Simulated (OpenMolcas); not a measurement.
Mn4+ (d3) among equal point charges was computed by CASSCF with the d shell active (OpenMolcas, ANO-RCC-VDZP on the metal). Its lowest spin-free states, and all those of the highest spin:

| 2S+1 | Degeneracy | E (cm-1) |
| --- | --- | --- |
| 4 | 3 | 0.0 |
| 4 | 3 | 881.5 |
| 4 | 1 | 1978 |
| 4 | 3 | 20679 |
| 2 | 2 | 20783 |
| 2 | 3 | 20792 |
| 2 | 3 | 21071 |
| 2 | 1 | 21314 |
| 2 | 3 | 27187 |
| 2 | 3 | 27465 |
| 2 | 2 | 27612 |
| 2 | 3 | 27678 |

Question: Is the site octahedral, tetrahedral or cube-like, axial, or of lower symmetry?

Answer: The states with 2S+1 = 4 have orbital degeneracies 3, 3, 1, 3. Threefold states need a cubic site. For d3 at this spin an octahedron puts the single A2 below the threefold T2 and a tetrahedron or cube puts the threefold T1 below the threefold T2, so the site is a tetrahedron or a cube, which this pattern cannot tell apart. The run had Mn4+ among 4 point charges of -2.5 e arranged as a tetrahedron (Td), 2.08 Å from the ion.

An orbital triplet at a regular site is open to Jahn-Teller coupling, which can distort the site and quench the lowest spin-orbit gaps and is left out. Without dynamic correlation the repulsion within the d shell is too large (B by tens of per cent), so at a given field states of lower spin stand too high. The ground term spreads over less than 5000 cm-1, several times less than with real ligands, so orbital moments are less quenched and χT lies further from the spin-only value than at real sites. This is an electrostatic model: the charges have no orbitals. No measured value stands beside these numbers.
